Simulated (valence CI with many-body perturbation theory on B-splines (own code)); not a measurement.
# Sensitivity of CI+MBPT for Pd39+

Computed by valence CI with perturbative core correlation (CI+MBPT): five valence electrons over a frozen Dirac-Fock core [He], a basis of 6 s, 6 p, 5 d, 3 f, 1 g functions for each j, with the one-electron correlation potential Σ1 (screened to all orders), the two-electron term Σ2, the three-electron term Σ3, Breit, model QED; selected single and double excitations, second order for the rest, scaled by the run's own slope (own B-spline code, finite nucleus).

The last digits are not significant, and no measured levels were compared; by estimate large intervals hold to a few tenths of a per cent, small ones and those within an open d or f shell to about a per cent. Among the levels kept, up to 1800 cm⁻¹ of a level comes from second order outside the variational space, and about a tenth of that is noise between levels of different J, which matters for small intervals.

The reference run has the lowest level (2s^2 2p1/2^2 2p3/2) J=3/2 and an ionisation energy of 5879.09 eV. Its largest variational space holds 10000 state functions.

Levels are named by their leading jj configuration (3d3/2^4 stands for four electrons in 3d with j = 3/2), which in mixed levels can hold well under half, so a name can repeat and another be missing. Letters in brackets count levels of one name in rising energy.

Changed runs:
A. hole-hole ladder in Σ2 on → off; logarithmic knot step 0.27 → 0.4
B. scale of Σ2 1 → 0
C. screening of Σ1 on → off
D. correlating orbitals by l 3 3 3 2 1 → 0 0 0 0 0 (bad on purpose)

Excitation energies of the reference run in cm⁻¹, and shifts in cm⁻¹:

| Level | Reference | A | B | C | D |
| --- | --- | --- | --- | --- | --- |
| (2s^2 2p1/2 2p3/2^2) J=3/2 | 1226570 | -52 | +278 | -0.2 | -650 |
| (2s^2 2p1/2 2p3/2^2) J=5/2 | 1367350 | -54 | -12 | -0.3 | +1173 |
| (2s^2 2p1/2 2p3/2^2) J=1/2 | 1562650 | +39 | -498 | -0.3 | +558 |
| (2s 2p1/2^2 2p3/2^2) J=5/2 | 2638150 | -144 | +1602 | +0.6 | +463 |
| (2s^2 2p3/2^3) J=3/2 | 2795960 | -18 | -295 | -0.5 | -1.5 |
| (2s 2p1/2^2 2p3/2^2) J=1/2 | 3074130 | -58 | +1593 | +0.6 | +4017 |
| (2s 2p1/2^2 2p3/2^2) J=3/2 | 3084650 | -146 | +2584 | +0.6 | +5328 |
| (2s 2p1/2 2p3/2^3) J=3/2 [a] | 4021290 | -157 | +1686 | +0.4 | +1308 |
| (2s 2p1/2 2p3/2^3) J=5/2 | 4238000 | -158 | +1766 | +0.3 | +4200 |
| (2s 2p1/2 2p3/2^3) J=1/2 | 4459420 | -144 | +2852 | +0.3 | +5424 |
| (2s 2p1/2 2p3/2^3) J=3/2 [b] | 4555620 | -159 | +3080 | +0.3 | +7686 |
| (2s 2p3/2^4) J=1/2 | 5832050 | -104 | +2227 | +0.1 | +5599 |
| Ionisation energy (eV) | 5879.09 | -0.0016 | -0.028 | -0.0013 | -0.82 |
